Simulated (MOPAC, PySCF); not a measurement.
H6BrN3Si, SMILES `N[Si](N)(N)Br`, neutral singlet in the gas phase. 

Cartesian coordinates (Å):
```xyz
11

N     -0.6138    -1.4111    -0.6181
Si    -0.1295    -0.0242     0.2524
N     -0.4685     1.5732    -0.2469
N      1.5655    -0.1196     0.3428
Br    -1.3147    -0.2032     2.1739
H     -0.2170    -1.6178    -1.5212
H     -1.5324    -1.8047    -0.5017
H     -0.0506     1.9511    -1.0827
H     -1.3475     2.0102    -0.0256
H      2.0131    -1.0060     0.5122
H      2.0955     0.6520     0.7149
```
Charge 0, multiplicity 1.

All levels are single points at this geometry (B3LYP-D3(BJ)/def2-TZVP); Pople sets use spherical d functions. Orbital energies aren't observables, and empty levels follow the basis.

HF/6-31G* in PySCF gives dipole (D) = 3.32.

Q: Estimate the dipole (D) from each of these levels: B3LYP-D3(BJ)/def2-TZVP in PySCF; M06-2X/def2-TZVP in PySCF; PBE-D3(BJ)/def2-TZVP in PySCF; B3LYP/3-21G in PySCF; B3LYP/LANL2DZ in PySCF; BP86/6-31G* in PySCF; M06-2X/6-31G* in PySCF; PBE/6-31G* in PySCF; HF/3-21G in PySCF; HF/STO-3G in PySCF; AM1 in MOPAC; PM6 in MOPAC.

A: 
```
level                            dipole (D)
-------------------------------  ----------
B3LYP-D3(BJ)/def2-TZVP in PySCF        2.77
M06-2X/def2-TZVP in PySCF              2.80
PBE-D3(BJ)/def2-TZVP in PySCF          2.75
B3LYP/3-21G in PySCF                   3.39
B3LYP/LANL2DZ in PySCF                 3.24
BP86/6-31G* in PySCF                   3.23
M06-2X/6-31G* in PySCF                 3.33
PBE/6-31G* in PySCF                    3.21
HF/3-21G in PySCF                      3.68
HF/STO-3G in PySCF                     2.90
AM1 in MOPAC                           3.54
PM6 in MOPAC                           3.39
```
